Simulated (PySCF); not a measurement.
A calculated (r2SCAN0, PySCF 2.14, aug-cc-pV(T+d)Z, the non-relativistic Hamiltonian (point nucleus)) atom or ion has these occupied shells.

| shell | electrons | orbital energy (eV) | rms radius, mean of both spins (bohr) |
| --- | --- | --- | --- |
| 1s α | 1 | -2124.0 | 0.120 |
| 1s β | 1 | -2123.2 | 0.120 |
| 2s α | 1 | -196.01 | 0.566 |
| 2s β | 1 | -195.21 | 0.566 |
| 2p α | 3 | -144.05 | 0.542 |
| 2p β | 3 | -142.98 | 0.542 |
| 3s α | 1 | -28.288 | 1.93 |
| 3p α | 3 | -17.752 | 2.23 |

Name the element and its charge.

P⁺ (phosphorus, charge +1), in [Ne] 3s1 3p3, high-spin 5S determinant (an excited configuration).
